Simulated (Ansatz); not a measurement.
Reactions of FHSSn (`[F][Sn][SH]`).

Gas-phase electronic energies from Ansatz, PBE0-D4/def2-TZVP geometries. CBS: MP2 limit from def2 TZ/QZ plus the TZ coupled-cluster correction, frozen cores. This one scheme is used for every species, atoms too. Functionals use def2-TZVPP. No spin–orbit coupling; open shells (•) take unrestricted orbitals. Spin–orbit coupling would lower the free atoms: a little for F, S; strongly for Sn. def2 core potentials past Kr. Bonds to Br, Sn are less sure, by a few kJ/mol each and by 10 to 20 or more in all where they break to atoms, as the def2 sets lack core-valence functions. Scalar relativity is left out up to krypton. One conformer a species, not always the lowest.

```csv
reaction,MP2/CBS(def2) (kcal/mol),PBE0-D4 (kcal/mol)
`[F][Sn][SH]` + HCl → `[SH][Sn][Cl]` + H–F,-9.5,-8.6
`[F][Sn][SH]` + HBr → `[F][Sn][Br]` + H₂S,-11.8,-11.0
`[F][Sn][SH]` + H₂O → `[OH][Sn][SH]` + H–F,8.8,10.3
`[F][Sn][SH]` → F• + H• + S• + Sn•,293.8,278.5
```

Task: Give the CCSD(T)/CBS values in the same order. (An estimate is asked.)

Result: Computed: -8.0, -11.6, 9.6, 285.8 kcal/mol.

Largest T1 diagnostic: 0.017, for `[OH][Sn][SH]`.
